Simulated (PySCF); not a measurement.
Si(NMe2)(SiH3) (C2H9NSi2), SMILES [SiH3][Si]N(C)C (connectivity only; charge and spin as stated), neutral, multiplicity 1.

Geometry: ωB97X-D3(BJ)/def2-SVP. The values are those of a single conformer.

Method: ωB97X/def2-TZVP (PySCF).

Symmetry labels are those of the subgroup Cs that the program uses (full group Cs).

Computed valence orbital energies around the gap with their symmetry:
| orbital | symmetry | energy (eV) |
|---|---|---|
| HOMO−7 | A' | -14.18 |
| HOMO−6 | A" | -13.88 |
| HOMO−5 | A' | -13.34 |
| HOMO−4 | A" | -12.04 |
| HOMO−3 | A' | -11.91 |
| HOMO−2 | A' | -11.40 |
| HOMO−1 | A" | -9.79 |
| HOMO | A' | -8.06 |
| LUMO | A" | 0.08 |
| LUMO+1 | A' | 2.19 |
| LUMO+2 | A' | 3.09 |
| LUMO+3 | A' | 3.17 |
